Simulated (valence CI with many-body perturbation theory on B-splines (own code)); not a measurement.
Hg⁴⁹⁺: calculated level list

Calculated by valence CI with perturbative core correlation (CI+MBPT): three valence electrons over a frozen Dirac-Fock core [Ar] 3d10, radial functions for each j: 11 s, 11 p, 10 d, 8 f, 5 g, 2 h, with the one-electron correlation potential Σ1, the two-electron term Σ2, the three-electron term Σ3, Breit, model QED; selected CI, second order for the rest, scaled by the run's own slope (own B-spline code, finite nucleus).

No measured spectrum was set against this ion. As an estimate, large intervals hold to a few tenths of a per cent, small ones and those within an open d or f shell to about a per cent.

Levels 91 to 135 of 177, with energies above the lowest level, (4s^2 4p1/2) J=1/2. "Leading %" is the weight of the configuration and term that name the level; weights of strongly mixed levels are sums over their largest components and can fall short, so below about 35 % the name and the second component can differ from the true leading terms, or belong to a minority configuration. In the jj column 3d3/2^4 stands for four electrons in 3d with j = 3/2. Lifetimes count E1, E2, E3, M1 and M2 decay at the calculated energies, and are blank where another channel may lead or the interval is too uncertain; long ones can be off by a factor of two.

| No. | Configuration | Term | J | E (eV) | Leading % | Leading jj | g | Lifetime |
| --- | --- | --- | --- | --- | --- | --- | --- | --- |
| 91 | 4s4p4f | ²D | 3/2 | 820.69 | 54 | 4s 4p3/2 4f7/2 (68 %) | 0.973 | 1.34 ps |
| 92 | 4s4p4f | ²D | 3/2 | 822.02 | 77 | 4s 4p3/2 4f5/2 (88 %) | 0.768 | 671 fs |
| 93 | 4s4p4f | ²F | 7/2 | 822.13 | 47 | 4s 4p3/2 4f7/2 (52 %) | 1.107 | 679 fs |
| 94 | 4s4d² | ²F | 7/2 | 824.72 | 42 | 4s 4d5/2^2 (35 %) | 1.083 | 814 fs |
| 95 | 4s4p4f | ²D | 5/2 | 826.14 | 30 | 4s 4d5/2^2 (53 %) | 1.239 | 814 fs |
| 96 | 4s4p4f | ²G | 9/2 | 826.73 | 81 | 4s 4p3/2 4f7/2 (86 %) | 1.124 | 852 fs |
| 97 | 4s4d² | ²G | 9/2 | 833.96 | 33 | 4s 4d5/2^2 (44 %) | 1.183 | 773 fs |
| 98 | 4s4p4f | ²D | 5/2 | 837.82 | 50 | 4s 4p3/2 4f7/2 (62 %) | 1.201 | 732 fs |
| 99 | 4s4d² | ²P | 3/2 | 839.64 | 38 | 4s 4d5/2^2 (76 %) | 1.029 | 903 fs |
| 100 | 4s4d² | ²S | 1/2 | 841.81 | 65 | 4s 4d5/2^2 (89 %) | 1.798 | 986 fs |
| 101 | 4s4p4f | ²G | 7/2 | 843.54 | 27 | 4s 4d5/2^2 (41 %) | 1.030 | 659 fs |
| 102 | 4p²4d | ²D | 3/2 | 853.17 | 37 | 4p3/2^2 4d3/2 (95 %) | 1.112 | 302 fs |
| 103 | 4p²4d | ⁴P | 1/2 | 858.94 | 41 | 4p3/2^2 4d3/2 (89 %) | 1.524 | 294 fs |
| 104 | 4p²4d | ²D | 5/2 | 859.10 | 24 | 4p3/2^2 4d3/2 (81 %) | 1.189 | 297 fs |
| 105 | 4p4d² | ⁴G° | 5/2 | 861.48 | 54 | 4p1/2 4d3/2^2 (97 %) | 0.738 | 1.52 ps |
| 106 | 4p²4d | ²F | 7/2 | 867.09 | 44 | 4p3/2^2 4d3/2 (80 %) | 1.096 | 271 fs |
| 107 | 4p²4d | ²D | 3/2 | 871.49 | 59 | 4p3/2^2 4d3/2 (85 %) | 0.908 | 300 fs |
| 108 | 4p²4d | ⁴F | 9/2 | 879.16 | 56 | 4p3/2^2 4d5/2 (92 %) | 1.232 | 505 fs |
| 109 | 4p²4d | ²F | 7/2 | 879.45 | 48 | 4p3/2^2 4d5/2 (89 %) | 1.217 | 483 fs |
| 110 | 4p4d² | ²P° | 1/2 | 880.61 | 42 | 4p1/2 4d3/2^2 (98 %) | 0.646 | 630 fs |
| 111 | 4p4d² | ²D° | 3/2 | 883.84 | 39 | 4p1/2 4d3/2^2 (96 %) | 0.758 | 330 fs |
| 112 | 4p²4d | ²P | 1/2 | 885.26 | 49 | 4p3/2^2 4d5/2 (91 %) | 1.338 | 456 fs |
| 113 | 4p²4d | ²D | 5/2 | 892.01 | 74 | 4p3/2^2 4d5/2 (97 %) | 1.202 | 558 fs |
| 114 | 4p4d² | ⁴G° | 7/2 | 895.11 | 52 | 4p1/2 4d3/2 4d5/2 (91 %) | 1.011 | 2.77 ps |
| 115 | 4p4d² | ²D° | 5/2 | 897.43 | 24 | 4p1/2 4d3/2 4d5/2 (92 %) | 1.045 | 2.05 ps |
| 116 | 4p4d² | ²H° | 9/2 | 898.21 | 46 | 4p1/2 4d3/2 4d5/2 (80 %) | 0.999 | 3.61 ps |
| 117 | 4p4d² | ⁴D° | 3/2 | 900.76 | 38 | 4p1/2 4d3/2 4d5/2 (94 %) | 1.147 | 1.78 ps |
| 118 | 4p²4d | ²P | 3/2 | 902.55 | 41 | 4p3/2^2 4d5/2 (89 %) | 1.169 | 376 fs |
| 119 | 4p4d² | ⁴P° | 1/2 | 902.83 | 49 | 4p1/2 4d3/2 4d5/2 (100 %) | 1.778 | 1.70 ps |
| 120 | 4p²4d | ²D | 5/2 | 906.77 | 49 | 4p3/2^2 4d5/2 (88 %) | 1.136 | 342 fs |
| 121 | 4p4d² | ²F° | 7/2 | 913.34 | 25 | 4p1/2 4d3/2 4d5/2 (67 %) | 1.067 | 586 fs |
| 122 | 4p4d² | ⁴F° | 5/2 | 914.27 | 16 | 4p1/2 4d3/2 4d5/2 (79 %) | 1.102 | 503 fs |
| 123 | 4p²4f | ²G° | 7/2 | 918.78 | 61 | 4p1/2 4p3/2 4f5/2 (90 %) | 0.924 | 877 fs |
| 124 | 4p4d² | ⁴D° | 3/2 | 919.54 | 27 | 4p1/2 4d3/2 4d5/2 (79 %) | 1.197 | 469 fs |
| 125 | 4p²4f | ⁴G° | 5/2 | 920.63 | 44 | 4p1/2 4p3/2 4f5/2 (92 %) | 0.903 | 730 fs |
| 126 | 4p²4f | ⁴F° | 3/2 | 923.65 | 66 | 4p1/2 4p3/2 4f5/2 (86 %) | 0.638 | 661 fs |
| 127 | 4p²4f | ⁴D° | 7/2 | 924.55 | 41 | 4p1/2 4p3/2 4f7/2 (68 %) | 1.245 | 1.24 ps |
| 128 | 4p²4f | ⁴G° | 9/2 | 925.29 | 40 | 4p1/2 4p3/2 4f7/2 (45 %) | 1.088 | 1.07 ps |
| 129 | 4p²4f | ²F° | 5/2 | 926.45 | 47 | 4p1/2 4p3/2 4f5/2 (71 %) | 0.993 | 805 fs |
| 130 | 4p²4f | ²G° | 9/2 | 928.74 | 23 | 4p1/2 4p3/2 4f7/2 (50 %) | 1.156 | 1.13 ps |
| 131 | 4p²4f | ²D° | 3/2 | 929.56 | 45 | 4p1/2 4p3/2 4f5/2 (85 %) | 1.021 | 895 fs |
| 132 | 4p²4f | ⁴F° | 9/2 | 930.54 | 34 | 4p1/2 4p3/2 4f7/2 (70 %) | 1.180 | 1.16 ps |
| 133 | 4p²4f | ²P° | 1/2 | 931.34 | 59 | 4p1/2 4p3/2 4f5/2 (95 %) | 0.412 | 962 fs |
| 134 | 4p²4f | ²H° | 11/2 | 931.63 | 61 | 4p1/2 4p3/2 4f7/2 (95 %) | 1.149 | 1.34 ps |
| 135 | 4p²4f | ²F° | 7/2 | 931.69 | 42 | 4p1/2 4p3/2 4f7/2 (73 %) | 1.110 | 990 fs |

Where two levels of one J and parity lie close, their mixing, g and order are uncertain.
